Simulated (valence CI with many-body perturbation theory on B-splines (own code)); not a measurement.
Ti VIII: what each term of the Hamiltonian does

Method: relativistic CI+MBPT: five valence electrons over a frozen Dirac-Fock core [Ne], a basis of 9 s, 9 p, 8 d, 6 f, 3 g, 1 h functions for each j, with the one-electron correlation potential Σ1 (screened to all orders), the two-electron term Σ2, the three-electron term Σ3, Breit, model QED; selected single and double excitations, second order for the rest, scaled by the run's own slope (own B-spline code, finite nucleus).

Against 6 measured levels this calculation errs by 127 cm⁻¹ on average and by 215 at most. These come from a selection out of Corliss and Sugar, J. Phys. Chem. Ref. Data 8, 1 (1979). Levels without a partner in it may be off by more. Among the levels kept, up to 730 cm⁻¹ of a level comes from second order outside the variational space, and about a tenth of that is noise between levels of different J, which matters for small intervals.

Each rung adds one term. CI alone is the Dirac-Coulomb CI over the frozen core; QED comes last and gives the full result, which names the levels. Energies are above 3s2 3p3 4S°_3/2 on the same rung, in eV.

Names give the largest LS component (configuration and term), which can be under half, so a name can repeat, a term be missing and a line seem to break the LS rules; names also repeat where a configuration has a term twice. Letters in brackets count levels of one name in rising energy.

```
                Level  CI alone    + Σ1    + Σ2    + Σ3  + Breit    Full
      3s2 3p3 2D°_3/2     4.066   4.072   4.034   4.014    4.019   4.019
      3s2 3p3 2D°_5/2     4.206   4.214   4.177   4.158    4.151   4.152
      3s2 3p3 2P°_1/2     6.837   6.848   6.792   6.760    6.758   6.758
      3s2 3p3 2P°_3/2     7.019   7.033   6.980   6.949    6.936   6.937
        3s 3p4 4P_5/2    24.097  24.071  24.112  24.129   24.134  24.106
        3s 3p4 4P_3/2    24.548  24.527  24.570  24.587   24.582  24.555
        3s 3p4 4P_1/2    24.782  24.762  24.807  24.824   24.812  24.786
        3s 3p4 2D_3/2    29.966  29.952  29.918  29.921   29.916  29.892
        3s 3p4 2D_5/2    30.028  30.015  29.981  29.985   29.973  29.949
3s2 3p2 3d 2P_3/2 [a]    34.658  34.649  34.526  34.516   34.497  34.482
3s2 3p2 3d 2P_1/2 [a]    35.052  35.046  34.920  34.907   34.884  34.869
        3s 3p4 2S_1/2    36.232  36.232  36.101  36.073   36.057  36.033
    3s2 3p2 3d 4F_3/2    38.275  38.265  38.189  38.139   38.117  38.116
    3s2 3p2 3d 4F_5/2    38.451  38.443  38.368  38.318   38.287  38.286
    3s2 3p2 3d 4F_7/2    38.705  38.701  38.626  38.577   38.532  38.532
    3s2 3p2 3d 4F_9/2    39.038  39.037  38.963  38.913   38.852  38.853
3s2 3p2 3d 2F_5/2 [a]    39.599  39.593  39.506  39.453   39.420  39.419
3s2 3p2 3d 2F_7/2 [a]    39.790  39.787  39.701  39.648   39.605  39.605
    3s2 3p2 3d 4D_1/2    39.806  39.801  39.716  39.661   39.630  39.630
```

(1) How does the ionisation energy move along the ladder, and which term matters most?

## Answers

(1) CI alone 168.45, + Σ1 168.91, + Σ2 168.77, + Σ3 168.64, + Breit 168.62, + QED 168.62 eV. The largest step is Σ1, 0.46 eV. NIST lists 170.5 ± 0.4 eV (semi-empirical), further off than its uncertainty and the later steps.
